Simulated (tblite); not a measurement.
Sb34H16 (flake antimonene) at step 1 of a GFN1-xTB optimisation (tblite, gas phase), coordinates in Å:

```
  1 Sb   -5.133    2.964   -0.800
  2 Sb   -7.195    4.144    0.798
  3 Sb   -9.234    2.959   -0.804
  4 Sb   -9.248    0.597    0.793
  5 Sb   -7.192   -0.595   -0.797
  6 Sb   -5.140    0.592    0.797
  7 Sb    9.247   -0.592   -0.801
  8 Sb    7.195    0.595    0.800
  9 Sb    5.140   -0.595   -0.799
 10 Sb    5.135   -2.968    0.800
 11 Sb    7.190   -4.144   -0.806
 12 Sb    9.236   -2.963    0.803
 13 Sb    3.079    2.966   -0.794
 14 Sb    1.029    4.142    0.802
 15 Sb   -1.030    2.970   -0.798
 16 Sb   -1.029    0.593    0.804
 17 Sb    1.027   -0.591   -0.798
 18 Sb    3.081    0.589    0.798
 19 Sb  -11.294   -0.597   -0.802
 20 Sb  -11.290   -2.960    0.806
 21 Sb   -9.249   -4.140   -0.802
 22 Sb   -7.193   -2.965    0.798
 23 Sb    7.195    2.970   -0.793
 24 Sb    5.133    4.139    0.803
 25 Sb   -3.082    4.145    0.805
 26 Sb   -3.088   -0.594   -0.797
 27 Sb   -3.082   -2.965    0.798
 28 Sb   -1.028   -4.143   -0.803
 29 Sb    1.028   -2.966    0.796
 30 Sb    3.083   -4.142   -0.802
 31 Sb   -5.134   -4.143   -0.805
 32 Sb   11.291    2.961   -0.803
 33 Sb    9.246    4.142    0.803
 34 Sb   11.295    0.597    0.807
 35 H    -7.191    5.563   -0.158
 36 H   -10.467    3.672    0.151
 37 H     7.191   -5.563    0.151
 38 H    10.468   -3.668   -0.157
 39 H     1.028    5.558   -0.155
 40 H   -12.527    0.114    0.156
 41 H   -12.522   -3.673   -0.151
 42 H    -9.241   -5.567    0.158
 43 H     5.142    5.561   -0.158
 44 H    -3.080    5.561   -0.156
 45 H    -1.031   -5.560    0.157
 46 H     3.080   -5.561    0.151
 47 H    -5.135   -5.562    0.154
 48 H    12.522    3.673    0.157
 49 H     9.248    5.562   -0.155
 50 H    12.524   -0.111   -0.153
```

Spin-orbit coupling is left out, which matters for the heavier atoms here.

Task: What are the forces on the atoms (eV/Å)?

Result: 
```
  1 Sb   -0.03    0.04    1.43
  2 Sb    0.04   -0.61   -1.06
  3 Sb    0.47   -0.24    1.04
  4 Sb   -0.01   -0.02   -1.34
  5 Sb    0.02    0.01    1.33
  6 Sb    0.00   -0.01   -1.34
  7 Sb    0.02   -0.02    1.45
  8 Sb   -0.04   -0.03   -1.38
  9 Sb    0.00    0.04    1.39
 10 Sb    0.03   -0.01   -1.42
 11 Sb    0.01    0.62    1.10
 12 Sb   -0.51    0.30   -1.12
 13 Sb    0.01   -0.01    1.37
 14 Sb   -0.03   -0.58   -1.02
 15 Sb    0.01   -0.03    1.45
 16 Sb    0.00   -0.01   -1.43
 17 Sb   -0.03    0.02    1.38
 18 Sb    0.02   -0.01   -1.37
 19 Sb    0.48   -0.30    1.06
 20 Sb    0.50    0.31   -1.11
 21 Sb    0.01    0.53    1.10
 22 Sb    0.02   -0.03   -1.41
 23 Sb   -0.03   -0.02    1.37
 24 Sb    0.02   -0.51   -1.05
 25 Sb   -0.01   -0.57   -1.06
 26 Sb    0.04    0.04    1.37
 27 Sb    0.00   -0.03   -1.41
 28 Sb    0.00    0.57    1.06
 29 Sb   -0.01   -0.01   -1.42
 30 Sb    0.00    0.59    1.02
 31 Sb   -0.02    0.57    1.08
 32 Sb   -0.51   -0.32    1.13
 33 Sb    0.04   -0.58   -1.03
 34 Sb   -0.53    0.31   -1.10
 35 H     0.00   -0.12    0.07
 36 H     0.12   -0.09   -0.10
 37 H    -0.01    0.12   -0.07
 38 H    -0.12    0.07    0.10
 39 H     0.00   -0.11    0.08
 40 H     0.14   -0.09   -0.09
 41 H     0.12    0.07    0.09
 42 H    -0.02    0.20   -0.12
 43 H    -0.01   -0.18    0.12
 44 H    -0.01   -0.13    0.09
 45 H     0.00    0.14   -0.10
 46 H     0.00    0.11   -0.07
 47 H     0.00    0.15   -0.10
 48 H    -0.12   -0.07   -0.09
 49 H     0.01   -0.14    0.07
 50 H    -0.12    0.08    0.08
```
